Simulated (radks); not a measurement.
All-electron atom: the lead ion Pb11+ in [Xe] 4f14 5d3 (the NIST ground configuration).

Calculated with a radial shooting solver on a logarithmic mesh with Libxc functionals: non-relativistic Kohn-Sham, LDA (Slater exchange, Perdew-Wang correlation), spin-unpolarised, spherical densities, point nucleus; relativity is left out, which matters for an element this heavy.

Energy parts (eV):
| part | energy |
|---|---|
| total | -530169.55 |
| kinetic | 530009.47 |
| electron-nucleus | -1248211.43 |
| Hartree | 197467.84 |
| exchange-correlation | -9435.43 |

Orbitals (lengths in bohr, moments of r in powers of bohr; r(max) is where P^2 peaks; r(90%) holds 90 % of the orbital's charge):
orbital  occ.  eigenvalue (eV)   r(max)  r(90%)      <r>  <1/r>
1s          2        -79138.01  0.01226  0.0328  0.01847  81.40
2s          2        -13497.76  0.06655   0.119  0.07765  19.20
2p          6        -13009.09  0.05156   0.106  0.06556  19.24
3s          2        -3363.957   0.1814   0.284   0.1953  7.466
3p          6        -3130.719   0.1704   0.276   0.1858  7.427
3d         10        -2694.197   0.1335   0.250   0.1619  7.366
4s          2        -891.4428   0.4021   0.609   0.4266  3.295
4p          6        -789.0192   0.4004   0.620   0.4290  3.212
4d         10        -599.5593   0.3910   0.642   0.4326  3.041
4f         14        -342.3838   0.3435   0.693   0.4398  2.739
5s          2        -293.3910   0.8575    1.28   0.9066  1.478
5p          6        -256.6280   0.8935    1.35   0.9526  1.395
5d          3        -193.5749   0.9862    1.54    1.071  1.218

The highest occupied level is 5d at -193.57 eV. For comparison, the ionisation energy in NIST's Atomic Spectra Database is 203 eV (theoretical). In exact Kohn-Sham theory the highest level is minus the ionisation energy, but local and semilocal functionals leave it too shallow, through self-interaction and a potential that decays too fast; potentials with the right tail come closer. Virial ratio -V/T = 2.00030. The density falls to 0.001 e/bohr^3 at r = 2.29 bohr. The electron density at the nucleus is 3.957e+05 e/bohr^3. Summed over all electrons, <r^2> = 19.49 bohr^2, which gives a Langevin (diamagnetic) susceptibility term of -15.4 x 10^-6 cm^3/mol.

Beside tabulated values, note that spin-unpolarised runs miss the spin-polarisation part of the exchange energy of open shells.
